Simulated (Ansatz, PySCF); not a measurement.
Homolysis of single bonds, series acetyl-X. Gas-phase values, no solvent. One relaxed conformer stands for each flexible species; it need not be the lowest. Strings in code marks are SMILES.

Quantity: electronic energy of isomers of C3H5O, doublet states, relative to `CC[C]=O` (C–C–C–O torsion 1°), in kJ/mol. HF references are unrestricted for open shells and restricted for singlets.

Level 1: PBE-D3(BJ)/def2-TZVP (PySCF)
Level 2: frozen-core MP2/cc-pVTZ // PBE-D3(BJ)/def2-TZVP (Ansatz, a first-principles code)
Level 3: PBE/6-31G* // PBE-D3(BJ)/def2-TZVP (PySCF)
Level 4: SVWN5/6-31G* // PBE-D3(BJ)/def2-TZVP (PySCF)

| species | level 1 | level 2 | level 3 | level 4 |
|---|---|---|---|---|
| `[CH2]C(C)=O` | 4.61 | 42.8 | 2.71 | 4.91 |
